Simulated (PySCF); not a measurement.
NMR data simulated for an unnamed compound:

$^{1}$H NMR (300 MHz, computed): δ 6.72 (m, 1H), 6.62 (d, 1H), 4.92 (m, 1H), 4.40 (m, 1H), 4.35 (m, 1H), 4.21 (m, 1H), 3.83 (m, 1H), 2.45 (m, 1H), 1.23 (d, 3H), 0.15 (m, 3H).

$^{13}$C{$^{1}$H} NMR (computed): δ 157.1 (CH), 142.6 (CH), 124.3 (CH), 90.8 (CH2), 21.7 (CH), 19.2 (CH3), -7.8 (CH3).

All values are calculated (PySCF): PBE0/pcSseg-1 with gauge-including orbitals, GFN2-xTB structure. One averaged value for each set of equivalent atoms, relativity neglected, isolated molecule, one computed conformer.

Referencing at the same level of theory: $^{1}$H and $^{13}$C against TMS.

Problem. Which of these does the molecule contain: an ester, a Si–CH3 group, a carboxylic acid, a non-aromatic C=C double bond, a Si–H bond, a ketone?

Solution. 
- An ester: no.
- A Si–CH3 group: yes (δC -7.8; δH 0.15 (m)).
- A carboxylic acid: no.
- A non-aromatic C=C double bond: yes.
- A Si–H bond: yes (δH 4.21 (m), 3.83 (m)).
- A ketone: no.

The data belong to SMILES C=CO/C=C\[C@H](C)[SiH2]C, C$_{7}$H$_{14}$OSi; they needn't prove each group on their own.

Carbon signals by region: 3 in the sp2 and nitrile region (100–160 ppm), 1 at 50–100 ppm, 3 below 50 ppm.

Shifts are as computed. Against solution values, carbons near 30 ppm lie about +3 ppm off and those near 130 ppm about +5 ppm. Of 1309 compounds with measured shifts, 239 miss one by over three times the rms of a fit or turn the order of signals round; such compounds aren't used in these exercises. No couplings were computed; multiplicities are counted from neighbouring protons, with m where these are inequivalent, close in shift, in a saturated or five-membered ring or joined by F or P, and br s for small geminal =CH2 splittings.
